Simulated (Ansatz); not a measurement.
The same atomization along the group F, Cl, Br.

Isolated molecules relaxed with PBE0-D4/def2-TZVP in Ansatz; ΔE leaves out vibrations. CBS: MP2 limit from def2 TZ/QZ plus the TZ coupled-cluster correction, frozen cores. Small cases extrapolate CCSD(T) itself. Open shells (•) are unrestricted, without spin–orbit coupling. Spin–orbit coupling would lower the free atoms: a little for B, Cl, F, S; clearly for Br. For Br outer-core shells are correlated without core-valence functions, so the limit isn't a true one: a few kJ/mol of doubt a bond, and 10 to 20 or more in all where bonds break to atoms. Scalar relativity is left out up to krypton. Each species was taken in one conformer, which may not be the lowest.

```tsv
reaction	CCSD(T)/CBS(def2) (eV)
`F[B]S`• → B• + F• + H• + S•	?
`S[B]Cl`• → B• + Cl• + H• + S•	12.07
`S[B]Br`• → B• + Br• + H• + S•	11.52
```

Q: Fill in the missing values. (Best estimate.)

A: Computed: `F[B]S`• → B• + F• + H• + S•: +13.97 eV.

Largest T1 diagnostic: 0.017, for `F[B]S`•.

Extrapolated directly: `F[B]S`• → B• + F• + H• + S•.

For atomizations the MP2-based limit and the directly extrapolated one differ by several kJ/mol either way, and by 10 to 25 for some Ge, Se and Sn compounds, so smaller differences from it don't rank the levels.
